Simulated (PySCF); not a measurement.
## Tc (technetium, neutral) across methods

[Kr] 4d7, high-spin 4F determinant (an excited configuration). Calculation: PySCF 2.14, in aug-cc-pVTZ-PP with one added diffuse shell each of s, p, d, f, g type with ECP28MDF (7s7p6d4f3g, 113 functions); scalar relativity through the core potential.

```tsv
method	E (hartree)	mean ε 4p β (eV)	mean ε 4d α (eV)	mean ε 4d β (eV)	Σ⟨r²⟩ (bohr²)	⟨S²⟩
LC-wPBE	-80.3701	-43.798	-6.928	-5.421	45.98	3.756
r2SCAN	-80.3823	-39.869	-3.497	-1.995	47.50	3.768
PBE	-80.3751	-39.099	-3.387	-2.076	48.17	3.758
LDA	-80.1816	-39.238	-3.573	-2.163	48.22	3.758
PBE0	-80.3513	-41.474	-4.507	-3.000	46.87	3.759
UHF	-79.71480	-47.875	-7.576	-5.206	45.34	3.768
TPSSh	-80.3339	-40.159	-3.679	-2.442	47.34	3.757
```

Estimate the same row for B3LYP.

E (hartree) = -80.3923; mean ε 4p β (eV) = -41.168; mean ε 4d α (eV) = -4.296; mean ε 4d β (eV) = -2.987; Σ⟨r²⟩ (bohr²) = 47.44; ⟨S²⟩ = 3.759.

Energies and moments cover only the electrons outside the core potential.
